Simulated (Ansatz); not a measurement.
C3H8OSi can be A, `CC[Si]OC`, or B, `C/C=C(\O)[SiH3]`.

Isolated molecules relaxed with PBE0-D4/def2-TZVP in Ansatz; ΔE leaves out vibrations. CCSD(T)/CBS adds triple-zeta CCSD(T) − MP2 to the extrapolated MP2 energy (def2 sets, frozen cores). DFT in def2-TZVPP. B3LYP here is the variant with VWN-RPA as its local correlation; programs differ in this. Each species was taken in one conformer, which may not be the lowest.

A:

```xyz
13

C     0.616   -0.290   -1.506
C     1.313    0.032   -0.180
Si    0.630    1.670    0.538
O    -0.824    1.234    1.177
C    -1.512    0.014    1.313
H     0.663    0.554   -2.203
H     1.074   -1.144   -2.010
H    -0.442   -0.524   -1.361
H     2.385    0.179   -0.353
H     1.226   -0.809    0.518
H    -2.383    0.012    0.652
H    -0.884   -0.848    1.072
H    -1.863   -0.081    2.343
```

B:

Z-matrix (Å, degrees):
```
C
C 1 1.489
H 1 1.089 2 111.4
H 1 1.095 2 110.9 3 -120.7
H 1 1.094 2 110.9 3 121.0
C 2 1.336 1 125.4 3 3.3
H 2 1.085 1 117.7 3 -177.0
Si 6 1.868 2 121.1 1 178.9
O 6 1.375 2 119.3 1 0.8
H 8 1.483 6 109.5 2 7.1
H 8 1.489 6 110.8 2 -114.6
H 8 1.491 6 109.4 2 128.0
H 9 0.959 6 110.2 2 -171.1
```

Question: Which is lower in electronic energy at CCSD(T)/CBS, and by how much? (An estimate is asked.)

Answer: Ansatz gave: A, by 49.4 kJ/mol.

Question: Give E(B) − E(A) in kJ/mol with CCSD(T)/def2-TZVPP, r2SCAN-D4, MP2/def2-TZVPP, ωB97M-V, B2PLYP, CCSD/def2-TZVPP, B3LYP. (Best estimate.)

Answer: Ansatz gave: CCSD(T)/def2-TZVPP 51.1, r2SCAN-D4 36.1, MP2/def2-TZVPP 48.0, ωB97M-V 57.8, B2PLYP 48.3, CCSD/def2-TZVPP 54.1, B3LYP 47.0. None reverses the order clearly.

Largest T1 diagnostic: 0.013.

In def2-TZVPP, CCSD(T) changes the Hartree–Fock value by +8.9 kJ/mol (the triples alone add −3.0 kJ/mol) and MP2 by +5.9 kJ/mol. The D4 term adds +3.3 kJ/mol with B3LYP and +1.8 kJ/mol with PBE0; it sums over pairs of atoms, weighted by their polarisabilities, and B3LYP, whose exchange is more repulsive, gets the larger term.
